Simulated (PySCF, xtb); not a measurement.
C3H2F3, SMILES C=C(F)[C](F)F, multiplicity 2. Other conformers were not sampled.

Harmonic wavenumbers (cm⁻¹) from GFN2-xTB (xtb) at its own minimum, in rising order: 132, 180, 271, 339, 455, 483, 507, 567, 746, 771, 914, 1127, 1240, 1322, 1466, 1521, 3153, 3203.

What does PBE-D3(BJ)/def2-SVP (PySCF) give at its own minimum? (An estimate is asked for; the answer gives what the named calculation found.)

128, 210, 221, 364, 460, 496, 545, 562, 660, 769, 905, 1164, 1313, 1344, 1475, 1553, 3124, 3241. Paired by order, the mean absolute difference is 28 cm⁻¹ and the zero-point energies are 26.3 and 26.5 kcal/mol.
